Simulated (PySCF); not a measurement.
Substituent effects on chemical shifts

Parent skeleton `[CH3:1][Si:2]([PH2:3])([PH2:4])[Cl:5]`; one hydrogen on atom 1 is replaced by X. Hydrogens on one atom are averaged.

PySCF 2.14 calculation with GFN2-xTB geometry and shieldings: GIAO PBE0/pcSseg-1; in vacuum, one conformer, non-relativistic, fast rotation and ring inversion assumed for equivalent nuclei.

Referencing at the same level of theory: 13C (σ = 186.93 ppm), 29Si (σ = 349.16 ppm), 1H (σ = 31.72 ppm) vs TMS; 31P (σ = 318.38 ppm) vs H3PO4; HCl for 35Cl (σ = 949.78 ppm).

**Question.** Order these by the shift of Cl5, most shielded first.
A. X = CH2SiH3
B. X = ethynyl
C. X = CCl3
D. X = nPr
E. X = allyl
F. X = propynyl

**Answer.** B (24.5 ppm), C (31.2 ppm), A (40.3 ppm), D (48.5 ppm), F (57.5 ppm), E (95.4 ppm).

**Question.** Order these by the shift of P3/P4, most shielded first.
A. X = propynyl
B. X = CH2SiH3
C. X = CCl3
D. X = ethynyl
E. X = nPr

**Answer.** D (-268.0 ppm), A (-265.5 ppm), E (-254.5 ppm), C (-248.0 ppm), B (-233.6 ppm).

**Question.** Order these by the shift of Si2, most shielded first.
A. X = ethynyl
B. X = allyl
C. X = propynyl
D. X = CCl3

**Answer.** D (45.8 ppm), C (47.9 ppm), A (49.5 ppm), B (51.4 ppm).

Experimental scales use liquid or dissolved standards, which lie at an offset from isolated H3PO4.
